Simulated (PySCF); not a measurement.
How methods differ on the ionisation energy of Tm+

Tm+ [Xe] 4f13 6s1 [4f5/2^6 4f7/2^7 6s1/2^1, M_J = 4] → Tm(2+) [Xe] 4f13 [4f5/2^6 4f7/2^7, M_J = 7/2], as a difference of total energies. Computed with PySCF 2.14 in x2c-QZVPPall-2c, with the two-component X2C-1e Hamiltonian. Correlated levels: [Ar] 3d10 frozen; the 40 highest virtual spinors dropped. "Screened" scales the spin-orbit matrix elements by Boettger's factors to mimic the two-electron term; Breit and QED terms are absent.

```csv
method,ionisation energy (eV)
GHF (spin-free),11.166
GMP2 (spin-free),12.171
GHF (screened spin-orbit),11.171
GMP2 (screened spin-orbit),12.177
```

How much does correlation contribute at GMP2 (screened spin-orbit)?

12.177 − (11.171) = 1.006 eV, measured against GHF (screened spin-orbit).

The spin-free rows relax to the high-spin LS determinant and lack the spin-orbit shift.

The labels give the starting determinants; with spin-orbit coupling the two ends relaxed to ⟨J²⟩ = 20.01, ⟨L²⟩ = 12.11, ⟨S²⟩ = 2.10 and ⟨J²⟩ = 15.76, ⟨L²⟩ = 12.11, ⟨S²⟩ = 0.85.

For comparison: 12.065 ± 0.02 eV (semi-empirical (NIST evaluation); NIST Atomic Spectra Database, ionization energies).
